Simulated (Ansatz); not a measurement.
Ansatz (a program for electronic structure) input (HF/6-31G*):

Ansatz 0.2 input:
```yaml
crystal:
  periodic: [false, false, false]
  atoms:
    - {symbol: N, position_ang: [0.25513194, 1.76022173, -0.04427987]}
    - {symbol: Si, position_ang: [0.00420462, 0.15659963, 0.01760714]}
    - {symbol: N, position_ang: [1.04022572, -0.67594647, -1.16106518]}
    - {symbol: N, position_ang: [-1.66593516, -0.41971929, -0.14094930]}
    - {symbol: F, position_ang: [0.39255589, -0.71161887, 1.35991947]}
    - {symbol: H, position_ang: [-0.40638356, 2.33354252, 0.44963906]}
    - {symbol: H, position_ang: [1.70313355, -1.28308173, -0.71747846]}
    - {symbol: H, position_ang: [1.55780825, 0.00806695, -1.67936515]}
    - {symbol: H, position_ang: [-2.10538411, -0.07881992, -0.97417612]}
    - {symbol: H, position_ang: [-1.74699942, -1.41942444, -0.14033388]}
basis:
  gaussian:
    orbitals: 6-31G*
hamiltonian:
  xc: {name: HF}
total_charge: -1
phonons: {temperatures: {t_min: 298.15, t_max: 298.15, t_step: 100}}
```

Output:

```
Functional definition: HF
integrals: 0.03 GiB planned
961 factors; integrals over basis functions are off by at most 3.7e-4 eV
mean field: 0.25 GiB planned
mean field evaluation 1: about -15090.9193 eV, gradient 4.1e1 eV
mean field evaluation 2: about -15090.9927 eV, gradient 4.2e1 eV
mean field evaluation 4: about -15094.7256 eV, gradient 3.8e0 eV
mean field evaluation 8: about -15094.7741 eV, gradient 9.2e-2 eV
mean field -15094.77418658 eV, -554.7227197513 hartree, gradient 1.7e-5 eV, S^2 0.000000; 0 other end points of the search recorded, 0 dependent functions left out
the calculation of the forces begins
reference -15094.77418658 eV, -554.7227197513 hartree; 25, 25 occupied and 64, 64 virtual orbitals, 961 factors
these checks for a lower state are left out or cut short: stability, starts, cluster_reference, orbital_swaps, neighbouring_geometries, increment
integrals: 0.03 GiB planned
961 factors; integrals over basis functions are off by at most 3.7e-4 eV
mean field: 0.25 GiB planned
mean field evaluation 16: about -15094.7741 eV, gradient 2.4e-4 eV
mean field -15094.77410993 eV, -554.7227169347 hartree, gradient 2.7e-6 eV, S^2 0.000000; 0 other end points of the search recorded, 0 dependent functions left out
the calculation of the forces begins
reference -15094.77410993 eV, -554.7227169347 hartree; 25, 25 occupied and 64, 64 virtual orbitals, 961 factors
these checks for a lower state are left out or cut short: stability, starts, cluster_reference, orbital_swaps, neighbouring_geometries, increment
integrals: 0.03 GiB planned
961 factors; integrals over basis functions are off by at most 3.7e-4 eV
mean field: 0.25 GiB planned
mean field -15094.77410787 eV, -554.7227168587 hartree, gradient 2.9e-6 eV, S^2 0.000000; 0 other end points of the search recorded, 0 dependent functions left out
the calculation of the forces begins
reference -15094.77410787 eV, -554.7227168587 hartree; 25, 25 occupied and 64, 64 virtual orbitals, 961 factors
these checks for a lower state are left out or cut short: stability, starts, cluster_reference, orbital_swaps, neighbouring_geometries, increment
integrals: 0.03 GiB planned
961 factors; integrals over basis functions are off by at most 3.7e-4 eV
mean field: 0.25 GiB planned
mean field -15094.77400986 eV, -554.7227132570 hartree, gradient 4.0e-6 eV, S^2 0.000000; 0 other end points of the search recorded, 0 dependent functions left out
the calculation of the forces begins
reference -15094.77400986 eV, -554.7227132570 hartree; 25, 25 occupied and 64, 64 virtual orbitals, 961 factors
these checks for a lower state are left out or cut short: stability, starts, cluster_reference, orbital_swaps, neighbouring_geometries, increment
integrals: 0.03 GiB planned
961 factors; integrals over basis functions are off by at most 3.7e-4 eV
mean field: 0.25 GiB planned
mean field evaluation 32: about -15094.7739 eV, gradient 1.4e-1 eV
mean field -15094.77399938 eV, -554.7227128720 hartree, gradient 4.1e-6 eV, S^2 0.000000; 0 other end points of the search recorded, 0 dependent functions left out
the calculation of the forces begins
reference -15094.77399938 eV, -554.7227128720 hartree; 25, 25 occupied and 64, 64 virtual orbitals, 961 factors
these checks for a lower state are left out or cut short: stability, starts, cluster_reference, orbital_swaps, neighbouring_geometries, increment
integrals: 0.03 GiB planned
961 factors; integrals over basis functions are off by at most 3.7e-4 eV
mean field: 0.25 GiB planned
mean field -15094.77414273 eV, -554.7227181400 hartree, gradient 2.9e-6 eV, S^2 0.000000; 0 other end points of the search recorded, 0 dependent functions left out
the calculation of the forces begins
reference -15094.77414273 eV, -554.7227181400 hartree; 25, 25 occupied and 64, 64 virtual orbitals, 961 factors
these checks for a lower state are left out or cut short: stability, starts, cluster_reference, orbital_swaps, neighbouring_geometries, increment
integrals: 0.03 GiB planned
961 factors; integrals over basis functions are off by at most 3.7e-4 eV
mean field: 0.25 GiB planned
mean field -15094.77413684 eV, -554.7227179235 hartree, gradient 2.8e-6 eV, S^2 0.000000; 0 other end points of the search recorded, 0 dependent functions left out
the calculation of the forces begins
reference -15094.77413684 eV, -554.7227179235 hartree; 25, 25 occupied and 64, 64 virtual orbitals, 961 factors
these checks for a lower state are left out or cut short: stability, starts, cluster_reference, orbital_swaps, neighbouring_geometries, increment
integrals: 0.03 GiB planned
961 factors; integrals over basis functions are off by at most 3.7e-4 eV
mean field: 0.25 GiB planned
mean field -15094.77406683 eV, -554.7227153505 hartree, gradient 3.8e-6 eV, S^2 0.000000; 0 other end points of the search recorded, 0 dependent functions left out
[...]
reference -15094.77413458 eV, -554.7227178403 hartree; 25, 25 occupied and 64, 64 virtual orbitals, 961 factors
these checks for a lower state are left out or cut short: stability, starts, cluster_reference, orbital_swaps, neighbouring_geometries, increment
integrals: 0.03 GiB planned
961 factors; integrals over basis functions are off by at most 3.7e-4 eV
mean field: 0.25 GiB planned
mean field -15094.77415229 eV, -554.7227184914 hartree, gradient 1.4e-6 eV, S^2 0.000000; 0 other end points of the search recorded, 0 dependent functions left out
the calculation of the forces begins
reference -15094.77415229 eV, -554.7227184914 hartree; 25, 25 occupied and 64, 64 virtual orbitals, 961 factors
these checks for a lower state are left out or cut short: stability, starts, cluster_reference, orbital_swaps, neighbouring_geometries, increment
integrals: 0.03 GiB planned
961 factors; integrals over basis functions are off by at most 3.7e-4 eV
mean field: 0.25 GiB planned
mean field -15094.77414414 eV, -554.7227181918 hartree, gradient 1.4e-6 eV, S^2 0.000000; 0 other end points of the search recorded, 0 dependent functions left out
the calculation of the forces begins
reference -15094.77414414 eV, -554.7227181918 hartree; 25, 25 occupied and 64, 64 virtual orbitals, 961 factors
these checks for a lower state are left out or cut short: stability, starts, cluster_reference, orbital_swaps, neighbouring_geometries, increment
integrals: 0.03 GiB planned
961 factors; integrals over basis functions are off by at most 3.7e-4 eV
mean field: 0.25 GiB planned
mean field -15094.77415268 eV, -554.7227185055 hartree, gradient 2.7e-6 eV, S^2 0.000000; 0 other end points of the search recorded, 0 dependent functions left out
the calculation of the forces begins
reference -15094.77415268 eV, -554.7227185055 hartree; 25, 25 occupied and 64, 64 virtual orbitals, 961 factors
these checks for a lower state are left out or cut short: stability, starts, cluster_reference, orbital_swaps, neighbouring_geometries, increment
integrals: 0.03 GiB planned
961 factors; integrals over basis functions are off by at most 3.7e-4 eV
mean field: 0.25 GiB planned
mean field evaluation 320: about -15094.7741 eV, gradient 7.4e-2 eV
mean field -15094.77415118 eV, -554.7227184506 hartree, gradient 2.7e-6 eV, S^2 0.000000; 0 other end points of the search recorded, 0 dependent functions left out
the calculation of the forces begins
reference -15094.77415118 eV, -554.7227184506 hartree; 25, 25 occupied and 64, 64 virtual orbitals, 961 factors
these checks for a lower state are left out or cut short: stability, starts, cluster_reference, orbital_swaps, neighbouring_geometries, increment
integrals: 0.03 GiB planned
961 factors; integrals over basis functions are off by at most 3.7e-4 eV
mean field: 0.25 GiB planned
mean field -15094.77408281 eV, -554.7227159380 hartree, gradient 1.8e-6 eV, S^2 0.000000; 0 other end points of the search recorded, 0 dependent functions left out
the calculation of the forces begins
reference -15094.77408281 eV, -554.7227159380 hartree; 25, 25 occupied and 64, 64 virtual orbitals, 961 factors
these checks for a lower state are left out or cut short: stability, starts, cluster_reference, orbital_swaps, neighbouring_geometries, increment
integrals: 0.03 GiB planned
961 factors; integrals over basis functions are off by at most 3.7e-4 eV
mean field: 0.25 GiB planned
mean field -15094.77408052 eV, -554.7227158536 hartree, gradient 1.7e-6 eV, S^2 0.000000; 0 other end points of the search recorded, 0 dependent functions left out
the calculation of the forces begins
reference -15094.77408052 eV, -554.7227158536 hartree; 25, 25 occupied and 64, 64 virtual orbitals, 961 factors
these checks for a lower state are left out or cut short: stability, starts, cluster_reference, orbital_swaps, neighbouring_geometries, increment
integrals: 0.03 GiB planned
961 factors; integrals over basis functions are off by at most 3.7e-4 eV
mean field: 0.25 GiB planned
mean field -15094.77417170 eV, -554.7227192047 hartree, gradient 2.5e-6 eV, S^2 0.000000; 0 other end points of the search recorded, 0 dependent functions left out
the calculation of the forces begins
reference -15094.77417170 eV, -554.7227192047 hartree; 25, 25 occupied and 64, 64 virtual orbitals, 961 factors
these checks for a lower state are left out or cut short: stability, starts, cluster_reference, orbital_swaps, neighbouring_geometries, increment
integrals: 0.03 GiB planned
961 factors; integrals over basis functions are off by at most 3.7e-4 eV
mean field: 0.25 GiB planned
mean field -15094.77417471 eV, -554.7227193153 hartree, gradient 2.4e-6 eV, S^2 0.000000; 0 other end points of the search recorded, 0 dependent functions left out
the calculation of the forces begins
reference -15094.77417471 eV, -554.7227193153 hartree; 25, 25 occupied and 64, 64 virtual orbitals, 961 factors
these checks for a lower state are left out or cut short: stability, starts, cluster_reference, orbital_swaps, neighbouring_geometries, increment
integrals: 0.03 GiB planned
961 factors; integrals over basis functions are off by at most 3.6e-4 eV
mean field: 0.25 GiB planned
mean field evaluation 352: about -15094.7740 eV, gradient 2.2e-4 eV
mean field -15094.77403263 eV, -554.7227140937 hartree, gradient 2.1e-6 eV, S^2 0.000000; 0 other end points of the search recorded, 0 dependent functions left out
the calculation of the forces begins
reference -15094.77403263 eV, -554.7227140937 hartree; 25, 25 occupied and 64, 64 virtual orbitals, 961 factors
these checks for a lower state are left out or cut short: stability, starts, cluster_reference, orbital_swaps, neighbouring_geometries, increment
integrals: 0.03 GiB planned
961 factors; integrals over basis functions are off by at most 3.7e-4 eV
mean field: 0.25 GiB planned
mean field -15094.77403725 eV, -554.7227142636 hartree, gradient 2.1e-6 eV, S^2 0.000000; 0 other end points of the search recorded, 0 dependent functions left out
the calculation of the forces begins
reference -15094.77403725 eV, -554.7227142636 hartree; 25, 25 occupied and 64, 64 virtual orbitals, 961 factors
these checks for a lower state are left out or cut short: stability, starts, cluster_reference, orbital_swaps, neighbouring_geometries, increment
integrals: 0.03 GiB planned
961 factors; integrals over basis functions are off by at most 3.7e-4 eV
mean field: 0.25 GiB planned
mean field -15094.77417430 eV, -554.7227193002 hartree, gradient 2.1e-6 eV, S^2 0.000000; 0 other end points of the search recorded, 0 dependent functions left out
the calculation of the forces begins
reference -15094.77417430 eV, -554.7227193002 hartree; 25, 25 occupied and 64, 64 virtual orbitals, 961 factors
these checks for a lower state are left out or cut short: stability, starts, cluster_reference, orbital_swaps, neighbouring_geometries, increment
integrals: 0.03 GiB planned
961 factors; integrals over basis functions are off by at most 3.7e-4 eV
mean field: 0.25 GiB planned
mean field -15094.77417641 eV, -554.7227193777 hartree, gradient 2.2e-6 eV, S^2 0.000000; 0 other end points of the search recorded, 0 dependent functions left out
the calculation of the forces begins
reference -15094.77417641 eV, -554.7227193777 hartree; 25, 25 occupied and 64, 64 virtual orbitals, 961 factors
Total energy: -15094.77418658 eV, -554.7227197513 hartree
Atom 0 at     0.255132     1.760222    -0.044280 Å, force     0.000374     0.001873     0.001165 eV/Å
Atom 1 at     0.004205     0.156600     0.017607 Å, force     0.002749     0.001588    -0.000728 eV/Å
Atom 2 at     1.040226    -0.675946    -1.161065 Å, force    -0.001137    -0.001702    -0.002364 eV/Å
Atom 3 at    -1.665935    -0.419719    -0.140949 Å, force    -0.000041    -0.002552     0.000063 eV/Å
Atom 4 at     0.392556    -0.711619     1.359919 Å, force    -0.001158     0.000656    -0.000385 eV/Å
Atom 5 at    -0.406384     2.333543     0.449639 Å, force    -0.000506     0.000804     0.000218 eV/Å
Atom 6 at     1.703134    -1.283082    -0.717478 Å, force    -0.000373     0.000361     0.000431 eV/Å
Atom 7 at     1.557808     0.008067    -1.679365 Å, force    -0.000913    -0.000747     0.001412 eV/Å
Atom 8 at    -2.105384    -0.078820    -0.974176 Å, force     0.001612     0.000319     0.000611 eV/Å
Atom 9 at    -1.746999    -1.419424    -0.140334 Å, force    -0.000609    -0.000600    -0.000422 eV/Å
Dipole moment:    -0.136477    -0.729926    -0.168205 e Å
Vibrations: 119.84 218.83 240.16 297.80 343.41 376.91 394.15 465.11 687.03 709.90 737.81 779.34 827.07 867.75 944.48 998.54 1151.16 1760.58 1761.88 3706.33 3718.75 3725.13 3806.34 3812.29 cm⁻¹, zero-point energy 2.011680 eV
```

The blocks after the first are displaced geometries, from whose forces the wavenumbers follow.

The dipole moment of an ion depends on the origin.
